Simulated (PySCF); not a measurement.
Dipole moment and polarisability of `C=C[C@H](F)C#CC`

Compound: C₆H₇F.
Numbering: `[CH2:1]=[CH:2][C@H:3]([F:4])[C:5]#[C:6][CH3:7]` (hydrogens: H8, H9 on C1; H10 on C2; H11 on C3; H12, H13, H14 on C7)

Structure used (GFN2-xTB), in Å, numbered top down from 1:
```
atom  x, y, z in Å
C1    -2.5761    0.5563    1.0202
C2    -1.7399   -0.4405    0.8058
C3    -0.9303   -0.5986   -0.4503
F4    -0.9827   -1.9255   -0.8674
C5     0.4517   -0.2192   -0.1974
C6     1.5993    0.0381    0.0361
C7     2.9741    0.3908    0.3018
H8    -2.7454    1.3279    0.2865
H9    -3.1211    0.6457    1.9439
H10   -1.5683   -1.2110    1.5443
H11   -1.3435   -0.0053   -1.2787
H12    3.4085    0.8814   -0.5686
H13    3.5475   -0.5076    0.5269
H14    3.0256    1.0669    1.1547
```

Level: CAM-B3LYP/def2-SVPD (PySCF), static field, nuclei fixed, core orbitals frozen in the response. The polarisability tensor in these axes (au):

```
x   98.69 -0.97 -1.66
y   -0.97 62.60  3.38
z   -1.66  3.38 58.42
```

Question: What are the eigenvalues, a third of the trace, and Δα (Δα² = ½Σ(αi − αj)² over the three pairs)?

Answer: Principal values 56.51, 64.41 and 98.79 au; mean 73.24 au = 10.85 Å³ = 12.08 × 10⁻⁴⁰ C²·m²/J; Δα = 38.93 au (53 % of the mean).

Question: What is the dipole moment, and where does it point?

Answer: (0.90, 2.05, 0.96) D, 2.43 D in size, pointing from the negative to the positive side. Measured along this direction, the outermost atoms are F4 at the negative end and H14 at the positive end.

Question: What are the principal values of the traceless quadrupole moment, Θ = ½Σq(3rr − r²1), about the centre of nuclear charge?

Answer: -8.93, 0.26, 8.67 D·Å. The values depend on the origin, since the dipole doesn't vanish. The electronic extent ⟨r²⟩ about the same centre is 1029 bohr², a root-mean-square distance of 2.35 Å for the 52 electrons.

Question: What depolarisation ratio follows for Rayleigh scattering of linearly polarised light, taking the static tensor?

Answer: ρ = 3Δα²/(45ᾱ² + 4Δα²) = 4547.5/(241367 + 6063.4) = 0.0184.

Question: What would n − 1 = 2πNα be for an ideal gas of these molecules at 298.15 K and 1 atm, electronic part alone?

Answer: N = p/kT = 2.4615 × 10¹⁹ cm⁻³, so n − 1 = 2π × N × 10.85 × 10⁻²⁴ cm³ = 1678 × 10⁻⁶ at long wavelengths, for an ideal gas.

The structure is a single GFN2-xTB conformer in the gas phase; no vibrational or solvent corrections.
